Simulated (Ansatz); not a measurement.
## Worked example: C5H11Br + InH2(CH3) → C5H12 + InH(CH3)Br

Gas-phase species: C5H11Br (1-bromopentane) `CCCCCBr`, singlet; InH2(CH3), singlet; C5H12 (pentane) `CCCCC`, singlet; InH(CH3)Br, singlet. The partners trade Br for H: C–Br and In–H bonds give way to C–H and In–Br.

Shapes, held fixed at every level: PBE0-D4/def2-TZVP. Flexible molecules stand in one conformer, not always the lowest. Programs: Ansatz 0.2.0. Electronic energies: no zero-point or thermal term.

At CCSD(T)/def2-TZVPP; 1 Eh = 2625.50 kJ/mol:

```
   species   energy (Eh)
   C5H11Br  -2769.507046
 InH2(CH3)   -230.488388
     C5H12   -197.395313
InH(CH3)Br  -2802.675883
```

Task: Work out ΔE of the reaction at this level.

Result: 
1. Products less reactants: (-197.395313) + (-2802.675883) − [(-2769.507046) + (-230.488388)] = -0.075762 Eh = -198.9 kJ/mol.

Other levels give -220.6 (HF/def2-TZVPP) to -201.0 kJ/mol (wB97M-V/def2-TZVPP). No measured value is set beside it here. For atoms past krypton def2 sets carry core potentials with scalar relativity. Relativity is left out for Br. Outer-core shells of Br, In are correlated, in sets that cover them unevenly.
